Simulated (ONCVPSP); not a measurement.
Pseudopotential generation for silicon: ONCV, PBEsol, scalar-relativistic.

ONCVPSP 4.0.1 was run on this input:

```
# ATOM AND REFERENCE CONFIGURATION
# atsym  z   nc   nv     iexc    psfile
  Si 14.00    1    4  -116133      upf
#
#   n    l    f
    1    0    2.00
    2    0    2.00
    2    1    6.00
    3    0    2.00
    3    1    2.00
#
# PSEUDOPOTENTIAL AND OPTIMIZATION
# lmax
    2
#
#   l,   rc,      ep,       ncon, nbas, qcut
    0    0.80    0.00    4    8   15.30
    1    1.10    0.00    4    8   13.90
    2    1.15    0.43    4    8    7.70
#
# LOCAL POTENTIAL
# lloc, lpopt,  rc(5),   dvloc0
    4    5    0.70   -1.00
#
# VANDERBILT-KLEINMAN-BYLANDER PROJECTORs
# l, nproj, debl
    0    2    1.20
    1    3    2.30
    2    2    0.80
#
# MODEL CORE CHARGE
# icmod, fcfact, rcfact
    0    0.00    0.00
#
# LOG DERIVATIVE ANALYSIS
# epsh1, epsh2, depsh
   -7.00    5.00    0.04
#
# OUTPUT GRID
# rlmax, drl
    6.00    0.01
#
# TEST CONFIGURATIONS
# ncnf
    4
# nvcnf
#   n    l    f
    4
    2    0    2.00
    2    1    6.00
    3    0    2.00
    3    1    1.00
#
    4
    2    0    2.00
    2    1    6.00
    3    0    2.00
    3    1    0.00
#
    4
    2    0    2.00
    2    1    6.00
    3    0    1.00
    3    1    0.00
#
    4
    2    0    2.00
    2    1    6.00
    3    0    0.00
    3    1    4.00
#
```

Command:

```bash
oncvpsp.x < Si.dat > Si.out
```

Resulting log (shortened: citation, most of the input echo, consistency checks and plot data are left out):

```
ONCVPSP  (Optimized Norm-Conservinng Vanderbilt PSeudopotential)
scalar-relativistic version 4.0.1

#   n    l    f        energy (Ha)
    1    0    2.00    -6.5499530E+01
    2    0    2.00    -5.1128559E+00
    2    1    6.00    -3.5067963E+00
    3    0    2.00    -3.9574212E-01
    3    1    2.00    -1.4909905E-01

Reference configufation results
  iterations    28
  all-electron total energy (Ha)   -2.89298588D+02

Begin loop to  construct optimized pseudo wave functions
and semi-local pseudopoentials for all angular momenta

Calculating optimized projector #   1

 for l=   0

    Fraction of norm inside rc  0.841138
    Optimizing pswf for qcut=  15.29 a_B^-1,  ecut= 116.94 Ha
    Residual kinetic energy error=  1.59D-06 Ha

    Energy error per electron        Cutoff
         Ha          eV             Ha
         0.01000     0.27211       52.94
         0.00100     0.02721       77.16
         0.00010     0.00272       93.62
         0.00001     0.00027      106.20

Calculating optimized projector #   2

 for l=   0

    Fraction of norm inside rc  0.035426
    Optimizing pswf for qcut=  15.29 a_B^-1,  ecut= 116.94 Ha
    Residual kinetic energy error=  8.44D-07 Ha

    Energy error per electron        Cutoff
         Ha          eV             Ha
         0.01000     0.27211       17.87
         0.00100     0.02721       60.65
         0.00010     0.00272       85.42
         0.00001     0.00027      102.36

   Wellstate for l =  1  n =  4
     eigenvalue =   2.1509
     asymptotic potential =   2.6509
     half-point radius =  2.4915

Calculating optimized projector #   1

 for l=   1

    Fraction of norm inside rc  0.958624
    Optimizing pswf for qcut=  13.91 a_B^-1,  ecut=  96.78 Ha
    Residual kinetic energy error=  9.11D-07 Ha

    Energy error per electron        Cutoff
         Ha          eV             Ha
         0.01000     0.27211       61.46
         0.00100     0.02721       72.80
         0.00010     0.00272       82.00
         0.00001     0.00027       89.22

Calculating optimized projector #   2

 for l=   1

    Fraction of norm inside rc  0.036236
    Optimizing pswf for qcut=  13.91 a_B^-1,  ecut=  96.78 Ha
    Residual kinetic energy error=  9.74D-07 Ha

    Energy error per electron        Cutoff
         Ha          eV             Ha
         0.01000     0.27211       48.24
         0.00100     0.02721       64.85
         0.00010     0.00272       77.77
         0.00001     0.00027       87.57

Calculating optimized projector #   3

 for l=   1

    Fraction of norm inside rc  0.093713
    Optimizing pswf for qcut=  13.91 a_B^-1,  ecut=  96.78 Ha
    Residual kinetic energy error=  6.61D-06 Ha

    Energy error per electron        Cutoff
         Ha          eV             Ha
         0.01000     0.27211       58.41
         0.00100     0.02721       73.86
         0.00010     0.00272       85.70
         0.00001     0.00027       95.20

   Wellstate for l =  2  n =  3
     eigenvalue =   0.4300
     asymptotic potential =   0.9300
     half-point radius =  3.3638

   Wellstate for l =  2  n =  4
     eigenvalue =   1.2300
     asymptotic potential =   1.7300
     half-point radius =  3.9007

Calculating optimized projector #   1

 for l=   2

    Fraction of norm inside rc  0.061558
    Optimizing pswf for qcut=   7.68 a_B^-1,  ecut=  29.51 Ha
    Residual kinetic energy error=  3.25D-04 Ha

    Energy error per electron        Cutoff
         Ha          eV             Ha
         0.01000     0.27211       14.17
         0.00100     0.02721       24.77
         0.00010     0.00272       52.83
         0.00001     0.00027      163.25

Calculating optimized projector #   2

 for l=   2

    Fraction of norm inside rc  0.087819
    Optimizing pswf for qcut=   7.68 a_B^-1,  ecut=  29.51 Ha
    Residual kinetic energy error=  6.97D-04 Ha

    Energy error per electron        Cutoff
         Ha          eV             Ha
         0.01000     0.27211       18.03
         0.00100     0.02721       28.10
         0.00010     0.00272       51.64
         0.00001     0.00027      201.25

Construct Vanderbilt / Kleinmman-Bylander projectors

B matrix Hermiticity error, ll=   0
   1   2    5.2848E-04

  Orthonormal projector coefficients  1.5966E+01  2.3034E+00

B matrix Hermiticity error, ll=   1
   1   2    2.3851E-04
   1   3   -5.4053E-04
   2   3    6.6663E-05

  Orthonormal projector coefficients -1.2769E+01 -6.6408E+00 -1.5898E+00

B matrix Hermiticity error, ll=   2
   1   2    1.1286E-05

  Orthonormal projector coefficients -4.3787E+01 -6.3063E+00

Pseudoatom total energy  -98.700807

Diagnostic tests using Vanderbilt-Kleinman-Bylander pseudopotentials
  1 or more projectors used as specified by nproj input data

   l    rcore       rmatch      e in        delta e   norm test  slope test

   0   0.8025270   0.8268935  -5.1128559  -0.0000079   1.0001788   1.0001998
   0   0.8025270   0.8268935  -0.3957421   0.0000202   1.0001213   1.0000954

   1   1.1019266   1.1353834  -3.5067963  -0.0000035   1.0001719   1.0001717
   1   1.1019266   1.1353834  -0.1490990   0.0000082   1.0000533   1.0000517
   1   1.1019266   1.1353834   2.1509010   0.0000471   1.0002467   1.0002467

   2   1.1559432   1.1910402   0.4300000   0.0000292   1.0000799   1.0000799
   2   1.1559432   1.1910402   1.2300000   0.0000376   1.0001072   1.0001072

 Testing for bound ghosts
   n   l    E NL Schr. Eq   E Basis Diag.   E Cutoff

   1   0       -5.112864       -5.112555    407.88
   2   0       -0.395722        0.267794    407.88

   2   1       -3.506800       -3.506788    326.58
   3   1       -0.149091        0.102307    326.58

 Testing for highly-localized positive-energy ghosts
       l    <radius>/rc     E Basis Diag.   E Cutoff

       2        0.926407      113.844345    255.74  WARNING - GHOST(+)

Test configuration 0

   n   l     f        eae           eps        diff
   1   0  2.0000  -65.49952994
   2   0  2.0000   -5.11285586   -5.11286379   -7.93D-06
   2   1  6.0000   -3.50679635   -3.50679984   -3.49D-06
   3   0  2.0000   -0.39574212   -0.39572187    2.02D-05
   3   1  2.0000   -0.14909905   -0.14909087    8.18D-06

    Total energies and differences
      AE_ref= -2.89298588D+02  AE_tst= -2.89298588D+02  dif=  0.00D+00
      PS_ref= -9.87008072D+01  PS_tst= -9.87008072D+01  dif=  1.28D-13
      PSP excitation error= -1.28D-13

Test configuration 1

   n   l     f        eae           eps        diff
   1   0  2.0000  -65.85509005
   2   0  2.0000   -5.46168358   -5.46145781    2.26D-04
   2   1  6.0000   -3.85617563   -3.85516295    1.01D-03
   3   0  2.0000   -0.69776342   -0.69773687    2.65D-05
   3   1  1.0000   -0.42727566   -0.42722743    4.82D-05

    Total energies and differences
      AE_ref= -2.89298588D+02  AE_tst= -2.89015148D+02  dif=  2.83D-01
      PS_ref= -9.87008072D+01  PS_tst= -9.84173762D+01  dif=  2.83D-01
      PSP excitation error=  9.42D-06

Test configuration 2

   n   l     f        eae           eps        diff
   1   0  2.0000  -66.30401442
   2   0  2.0000   -5.89530211   -5.89474640    5.56D-04
   2   1  6.0000   -4.29091652   -4.28791418    3.00D-03
   3   0  2.0000   -1.04697095   -1.04690580    6.52D-05

    Total energies and differences
      AE_ref= -2.89298588D+02  AE_tst= -2.88428498D+02  dif=  8.70D-01
      PS_ref= -9.87008072D+01  PS_tst= -9.78308052D+01  dif=  8.70D-01
      PSP excitation error=  8.87D-05

Test configuration 3

   n   l     f        eae           eps        diff
   1   0  2.0000  -66.88270714
   2   0  2.0000   -6.44913824   -6.45000400   -8.66D-04
   2   1  6.0000   -4.84567748   -4.84215562    3.52D-03
   3   0  1.0000   -1.44638062   -1.44643955   -5.89D-05

    Total energies and differences
      AE_ref= -2.89298588D+02  AE_tst= -2.87182718D+02  dif=  2.12D+00
      PS_ref= -9.87008072D+01  PS_tst= -9.65849991D+01  dif=  2.12D+00
      PSP excitation error=  6.22D-05

Test configuration 4

   n   l     f        eae           eps        diff
   1   0  2.0000  -65.62018584
   2   0  2.0000   -5.23057822   -5.23278214   -2.20D-03
   2   1  6.0000   -3.62352762   -3.62638886   -2.86D-03
   3   1  4.0000   -0.19006883   -0.19008342   -1.46D-05

    Total energies and differences
      AE_ref= -2.89298588D+02  AE_tst= -2.88793779D+02  dif=  5.05D-01
      PS_ref= -9.87008072D+01  PS_tst= -9.81960236D+01  dif=  5.05D-01
      PSP excitation error=  2.54D-05
```

The run took about 7.8 s on one core of a shared server CPU.
